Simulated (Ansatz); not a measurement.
One geometry of `[AlH2][SiH2]O[SiH3]`, several functionals.

```yaml
crystal:
  periodic: [false, false, false]
  atoms:
    - {symbol: Al, position_ang: [-2.149205, 1.718496, -0.467447]}
    - {symbol: Si, position_ang: [-0.494012, 0.354127, 0.742549]}
    - {symbol: O, position_ang: [0.516744, -0.415585, -0.310084]}
    - {symbol: Si, position_ang: [1.809629, -1.415218, -0.367219]}
    - {symbol: H, position_ang: [-2.183515, 1.779726, -2.054205]}
    - {symbol: H, position_ang: [-3.211278, 2.558446, 0.366829]}
    - {symbol: H, position_ang: [0.324492, 1.190204, 1.675640]}
    - {symbol: H, position_ang: [-1.160625, -0.667307, 1.609801]}
    - {symbol: H, position_ang: [2.188500, -1.602045, -1.788834]}
    - {symbol: H, position_ang: [1.471720, -2.732604, 0.234524]}
    - {symbol: H, position_ang: [2.952848, -0.825141, 0.379246]}
basis:
  gaussian: {orbitals: def2-TZVPP}
hamiltonian: {xc: {name: wB97X-V}}
output: {orbitals: {seedname: orbitals}}
```

```sh
$ ansatz run in.yaml --threads 4 --pin off --events-out ev --progress --plain --max-ram 10444MiB
```

It prints (some lines left out):

```
Functional definition: wB97X-V
1434 factors; their error is unknown
341 factors; integrals over basis functions are off by at most 1.4e-5 eV
mean field evaluation 1: about -24508.0165 eV, gradient 4.8e1 eV
mean field evaluation 2: about -24506.5040 eV, gradient 5.9e1 eV
mean field evaluation 4: about -24512.0340 eV, gradient 6.2e-1 eV
mean field evaluation 8: about -24512.0634 eV, gradient 1.9e-1 eV
mean field evaluation 16: about -24512.0635 eV, gradient 3.6e-5 eV
mean field -24512.06348809 eV, -900.8017183141 hartree, gradient 3.6e-5 eV, S^2 0.000000; 0 other end points of the search recorded, 0 dependent functions left out
reference -24512.06348520 eV, -900.8017182078 hartree; 28, 28 occupied and 227, 227 virtual orbitals, 1434 factors
Total energy: -24512.06348520 eV, -900.8017182078 hartree
```

Run time 8 s (4 threads of an Arm Neoverse V1 on a shared host); peak host memory 0.81 GiB.

With the line `hamiltonian: {xc: {name: wB97M-V}}` and forces (abridged; 11 s):

```
Functional definition: wB97M-V
mean field evaluation 16: about -24513.5102 eV, gradient 4.4e-5 eV
mean field -24513.51015917 eV, -900.8548824956 hartree, gradient 4.4e-5 eV, S^2 0.000000
Total energy: -24513.51022922 eV, -900.8548850698 hartree
Atom 0 force    -0.037847     0.030290    -0.026646 eV/Å
Atom 1 force    -0.156347     0.117051     0.211492 eV/Å
Atom 2 force     0.000952     0.000672    -0.071386 eV/Å
Atom 3 force     0.219907    -0.169871    -0.034092 eV/Å
Atom 4 force     0.006378    -0.008049     0.170240 eV/Å
Atom 5 force     0.114017    -0.090572    -0.087644 eV/Å
Atom 6 force    -0.081353    -0.091729    -0.095261 eV/Å
Atom 7 force     0.075141     0.103957    -0.089056 eV/Å
Atom 8 force    -0.043364     0.020219     0.174283 eV/Å
Atom 9 force     0.038058     0.155848    -0.067406 eV/Å
Atom 10 force    -0.135542    -0.067817    -0.084524 eV/Å
Dipole moment:    -0.029579     0.024914     0.014161 e Å
```

Changing it to `hamiltonian: {xc: {name: B3LYP}, dispersion: d4}` and forces (abridged; 4.3 s):

```
Functional definition: B3LYP
mean field -24518.34879769 eV, -901.0326991814 hartree, gradient 1.6e-5 eV, S^2 0.000000
Total energy: -24518.72536639 eV, -901.0465378257 hartree
Atom 0 force    -0.064517     0.052328    -0.047223 eV/Å
Atom 1 force    -0.096091     0.070202     0.175546 eV/Å
Atom 2 force    -0.002001     0.002580    -0.043822 eV/Å
Atom 3 force     0.169482    -0.130173    -0.046404 eV/Å
Atom 4 force    -0.001516    -0.000007     0.091559 eV/Å
Atom 5 force     0.058641    -0.046591    -0.053385 eV/Å
Atom 6 force    -0.041576    -0.048017    -0.045079 eV/Å
Atom 7 force     0.039505     0.052843    -0.041967 eV/Å
Atom 8 force    -0.018236     0.006857     0.092091 eV/Å
Atom 9 force     0.025079     0.080620    -0.035780 eV/Å
Atom 10 force    -0.068768    -0.040642    -0.045536 eV/Å
Dipole moment:    -0.020625     0.017607     0.021865 e Å
```

The same input with `hamiltonian: {xc: r2scan, dispersion: d4}` and forces (abridged; 4.5 s):

```
Functional definition: r2SCAN
mean field evaluation 16: about -24512.9201 eV, gradient 7.1e-5 eV
mean field -24512.92008484 eV, -900.8331976639 hartree, gradient 2.1e-5 eV, S^2 0.000000
Total energy: -24512.97765264 eV, -900.8353132415 hartree
Atom 0 force    -0.024889     0.018975     0.000892 eV/Å
Atom 1 force    -0.032775     0.026367     0.022418 eV/Å
Atom 2 force     0.003695    -0.002506    -0.045261 eV/Å
Atom 3 force     0.049312    -0.037604    -0.006127 eV/Å
Atom 4 force    -0.001280     0.001236     0.029035 eV/Å
Atom 5 force     0.019064    -0.015419    -0.022061 eV/Å
Atom 6 force    -0.014634    -0.011488     0.006242 eV/Å
Atom 7 force     0.007880     0.016490     0.006674 eV/Å
Atom 8 force    -0.003474    -0.000622     0.037624 eV/Å
Atom 9 force     0.014520     0.023328    -0.012944 eV/Å
Atom 10 force    -0.017419    -0.018757    -0.016493 eV/Å
Dipole moment:    -0.019499     0.016558     0.019020 e Å
```

B3LYP takes the VWN-RPA correlation (the form of Gaussian; ORCA's B3LYP/G).
